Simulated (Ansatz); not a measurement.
Species: sum formula GaHCl₂, charge 0, multiplicity 1. SMILES: [Cl][GaH][Cl]
Geometry: optimised at B3LYP-D3(BJ)/def2-TZVP (Ansatz, a first-principles code).

Wanted: vertical ionisation energy (to the doublet state of charge +1; each state is the SCF solution reached for its spin), in eV. Valence correlation only, unless marked. UHF or UKS for open shells. No spin-orbit coupling. Frozen are the shells of the preceding noble gas and the d and f shells that filled before the atom's block. No relativistic terms. CBS(X,Y): correlation extrapolated as X^-3; Hartree-Fock from the larger set. The bracket is a focal-point correction in the basis named.

```tsv
level	program	vertical ionisation energy (eV)
HF/def2-TZVPPD	Ansatz	10.78
HF/def2-QZVPPD	Ansatz	10.76
B3LYP/def2-TZVPD	Ansatz	11.26
PBE0/def2-TZVPD	Ansatz	11.33
CAM-B3LYP/def2-TZVPD	Ansatz	11.62
RI-MP2/CBS(def2-TZVPPD,def2-QZVPPD)	Ansatz	12.09
SCS-MP2/def2-TZVPPD	Ansatz	11.83
CCSD(T)/def2-SVPD	Ansatz	11.64
RI-MP2/CBS(def2-TZVPPD,def2-QZVPPD)+[CCSD(T)-MP2]/def2-QZVPPD	Ansatz	11.89
CCSD(T)/CBS(def2-TZVPPD,def2-QZVPPD)	Ansatz	11.91
```
